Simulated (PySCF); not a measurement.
A ladder of Hamiltonians for Al³⁺ (aluminium, charge +3)

Occupied: 1s1/2, 2s1/2, 2p1/2, 2p3/2. Hartree-Fock calculated with PySCF 2.14 in an even-tempered Gaussian basis (22 s from 0.059 bohr⁻², ratio 2.3; 15 p from 0.071 bohr⁻², ratio 2.3), Gaussian nucleus throughout. NR is non-relativistic, sf-X2C the spin-free one-electron X2C Hamiltonian, X2C adds the bare one-electron spin-orbit term, X2C-SNSO screens it by Boettger's factors, DC is four-component Dirac-Coulomb, and the Gaunt and Breit terms are added at first order (total energies over the DC spinors, levels after relaxing the spinors in that mean field). QED terms are absent. Levels marked empty are virtual spinors of this ion.

```csv
level (eV),NR,sf-X2C,X2C,X2C-SNSO
1s1/2,-1627.0,-1630.3,-1630.3,-1630.3
2s1/2,-167.38,-167.91,-167.91,-167.91
2p1/2,-121.70,-121.69,-122.07,-122.01
2p3/2,-121.70,-121.69,-121.50,-121.53
3s1/2 (empty),-28.019,-28.068,-28.068,-28.068
3p1/2 (empty),-21.510,-21.514,-21.538,-21.534
3p3/2 (empty),-21.510,-21.514,-21.503,-21.504
```

**Question.** Where do the four-component calculations put these levels?

**Answer.** 1s1/2: DC -1630.7, DC+Gaunt -1629.9, DC+Breit -1629.9; 2s1/2: DC -167.93, DC+Gaunt -167.90, DC+Breit -167.90; 2p1/2: DC -122.01, DC+Gaunt -121.96, DC+Breit -121.96; 2p3/2: DC -121.54, DC+Gaunt -121.51, DC+Breit -121.51; 3s1/2 (empty): DC -28.069, DC+Gaunt -28.067, DC+Breit -28.067; 3p1/2 (empty): DC -21.534, DC+Gaunt -21.530, DC+Breit -21.531; 3p3/2 (empty): DC -21.505, DC+Gaunt -21.503, DC+Breit -21.503 (eV).

```csv
Hamiltonian,E (hartree),E − E(DC) (hartree),CPU seconds
NR,-240.0001,0.4515,0.34
sf-X2C,-240.4344,0.0172,0.19
X2C,-240.4347,0.0170,0.29
X2C-SNSO,-240.4346,0.0170,0.23
DC,-240.4516,0.0000,9.4
DC+Gaunt,-240.4067,0.0449,19
DC+Breit,-240.4096,0.0421,66
```

Weight of the small component: 1s1/2 0.00212, 2s1/2 0.000291, 2p1/2 0.000266, 2p3/2 0.000265, 3s1/2 3.55e-05, 3p1/2 2.79e-05, 3p3/2 2.78e-05.

Koopmans' value for the highest occupied level at DC+Breit: 121.51 eV, against an ionisation energy of 119.99 eV (measured; NIST Atomic Spectra Database, ionization energies); the former lacks relaxation, correlation, QED and recoil.

The whole ladder took 99 s of wall time on 1 thread of Intel(R) Xeon(R) 6975P-C (shared host), launched as `OMP_NUM_THREADS=1 python relrun2.py TASK.json OUT` (a driver that calls PySCF for each Hamiltonian).

Dirac-Coulomb iterations, started from the X2C spinors:

```
with_ssss True, with_gaunt False, with_breit False
light speed = 137.03599967994
init E= -240.425407460997
cycle= 1 E= -240.451621806174  delta_E= -0.0262  |g|= 0.0209  |ddm|= 0.00323
cycle= 2 E= -240.451622559938  delta_E= -7.54e-07  |g|= 0.000711  |ddm|= 0.000531
cycle= 3 E= -240.451622594476  delta_E= -3.45e-08  |g|= 0.000185  |ddm|= 0.000155
cycle= 4 E= -240.451622597041  delta_E= -2.57e-09  |g|= 1.36e-06  |ddm|= 3.2e-05
cycle= 5 E= -240.451622597039  delta_E= 1.71e-12  |g|= 2.39e-07  |ddm|= 3.37e-07
```
